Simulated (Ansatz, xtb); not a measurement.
## Ligand exchange: CH6OSi + SiH3(OH) → CH8OSi2 + H2O

Species: CH6OSi `CO[SiH3]`, singlet; SiH3(OH) (silanol), singlet; CH8OSi2 `CO[SiH2][SiH3]`, singlet; H2O (water) `O`, singlet. The partners trade H for SiH3: Si–H and O–SiH3 bonds give way to Si–SiH3 and O–H.

Shapes, held fixed at every level: PBE0-D4/def2-TZVP. Flexible molecules stand in one conformer, not always the lowest. Programs: Ansatz 0.2.0, xtb 6.7.1. The zero-point and thermal change to 298 K, harmonic and unscaled (PBE0-D4/def2-TZVP), is +3.8 kJ/mol.

Estimate ΔH(298 K) of this reaction.

The highest level, CCSD(T)/CBS estimate, gives ΔH(298 K) = +88.8 kJ/mol; the levels span +72.4 to +293.1. GFN1-xTB strays far from the other rows. The column of differences is taken from that level and isn't an error. No measured value is set beside it here. The CBS estimate extrapolates MP2 from def2-TZVPP and def2-QZVPP and adds CCSD(T) − MP2 in the triple-zeta set, cores frozen.

| level | kind | ΔH(298 K) (kJ/mol) | less CCSD(T)/CBS estimate |
| --- | --- | --- | --- |
| GFN1-xTB | semi-empirical | +293.1 | +204.3 |
| HF/def2-TZVPP | Hartree–Fock | +117.7 | +28.9 |
| SPW92/def2-TZVPP | LDA | +72.4 | -16.4 |
| B3LYP-D4/def2-TZVPP | global hybrid | +89.9 | +1.1 |
| r2SCAN0-D4/def2-TZVPP | global hybrid | +88.7 | -0.1 |
| wB97M-V/def2-TZVPP | range-separated hybrid | +95.1 | +6.3 |
| B2PLYP/def2-TZVPP | double hybrid | +98.6 | +9.8 |
| CCSD/def2-TZVPP | coupled cluster or CI | +94.3 | +5.5 |
| CCSD(T)/CBS estimate | coupled cluster or CI | +88.8 | 0.0 |
